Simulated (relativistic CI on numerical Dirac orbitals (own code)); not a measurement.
**Quantum defects of the nd series of Bi III**

Problem. The nd 2D levels with J = 5/2 of Bi III lie at 6d: 102446.0, 7d: 149796.0 cm⁻¹ (Moore, Atomic Energy Levels, vol. III, NSRDS-NBS 35 (1971 reprint of NBS Circular 467, 1958)), and the ionisation limit at 206242.0 cm⁻¹ (NIST ASD). Find the quantum defects and predict 8d.

Working.
1. The outer electron sees the charge z = 3; R = 109737.03 cm⁻¹ for this mass. The binding energy T = limit − E defines n* = z√(R/T).
2. Values: 6d: T = 103796.0, n* = 3.0847, δ = n − n* = 2.9153; 7d: T = 56446.0, n* = 4.1829, δ = n − n* = 2.8171.
3. With δ held at 2.8171: E(8d) = limit − Rz²/(8 − δ)² = 169476.2 cm⁻¹.
4. The Ritz form δ = δ₀ + a/n*² through the last two members has a = 2.0498 and δ₀ = 2.6999, so with n* ≈ 8 − 2.8171, δ(8) = 2.7762 and E = 170048.9 cm⁻¹.

Check. The measured level is 169657.0 cm⁻¹ (δ = 2.8043), so the two predictions miss by -180.8 and 391.9 cm⁻¹. A relativistic CI calculation tied to the same limit puts it at 170021 cm⁻¹. The defect is large because this electron penetrates the core.
